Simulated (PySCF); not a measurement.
Geometry (Å), atoms numbered from 1 in this order:
```xyz
13

N     2.9022   -1.8748    1.1377
C     2.1258   -1.5038    0.3610
Si    0.8738   -0.8919   -0.8704
O    -0.6132   -1.3429   -0.3215
Si   -1.7543   -0.4899    0.5569
O    -1.2501    1.0934    0.5728
Si    0.0429    1.9011   -0.0878
O     0.9638    0.7536   -0.8866
H     1.1648   -1.4691   -2.1946
H    -3.0620   -0.6020   -0.1342
H    -1.8072   -1.0112    1.9446
H    -0.4301    2.8976   -1.0796
H     0.8488    2.5224    0.9915
```

Fast rotation and ring inversion assumed for equivalent nuclei, isolated molecule, single conformer, no relativistic terms. PBE0-D3(BJ)/def2-SVP geometry; σ from GIAO-PBE0/pcSseg-1; PySCF.

Referencing at the same level of theory: 13C (184.41 ppm), 1H (31.27 ppm), 29Si (351.99 ppm) vs TMS; 15N (265.67 ppm) vs NH3; H2O for 17O (334.56 ppm).

```json
{"atoms": "H10/H12", "nucleus": "1H", "count": "2", "Hirshfeld charge": "-0.07", "δ (ppm)": "5.21"}
{"atoms": "O6", "nucleus": "17O", "count": "1", "Hirshfeld charge": "-0.32", "δ (ppm)": "84.4"}
{"atoms": "H9", "nucleus": "1H", "count": "1", "Hirshfeld charge": "-0.05", "δ (ppm)": "?"}
{"atoms": "C2", "nucleus": "13C", "count": "1", "Hirshfeld charge": "-0.04", "δ (ppm)": "126.6"}
{"atoms": "N1", "nucleus": "15N", "count": "1", "Hirshfeld charge": "-0.18", "δ (ppm)": "360.1"}
{"atoms": "Si5/Si7", "nucleus": "29Si", "count": "2", "Hirshfeld charge": "0.48", "δ (ppm)": "-29.3"}
{"atoms": "O4/O8", "nucleus": "17O", "count": "2", "Hirshfeld charge": "-0.31", "δ (ppm)": "?"}
{"atoms": "H11/H13", "nucleus": "1H", "count": "2", "Hirshfeld charge": "-0.07", "δ (ppm)": "?"}
{"atoms": "Si3", "nucleus": "29Si", "count": "1", "Hirshfeld charge": "0.52", "δ (ppm)": "-66.3"}
```

Fill in the missing shifts.

## Answers


- H11/H13: 5.31 ppm, hydrogen on a silicon bonded to 2 O, in a 6-membered ring
- H9: 4.73 ppm, hydrogen on a silicon bonded to C, 2 O, in a 6-membered ring
- O4/O8: 93.7 ppm, oxygen bonded to 2 Si, in a 6-membered ring

Shifts are as computed. Against solution values, carbons near 30 ppm lie about +2 ppm off and those near 130 ppm about +5 ppm. Of 1211 compounds with measured shifts, 218 miss one by over three times the rms of a fit or turn the order of signals round; such compounds aren't used in these exercises. Experimental scales use liquid or dissolved standards, which lie at an offset from isolated NH3 (liquid NH3: subtract about 20 ppm) and H2O (liquid H2O: subtract about 36 ppm). Unscaled 15N shifts of sp2 nitrogen come out 20 to 40 ppm too high even then.
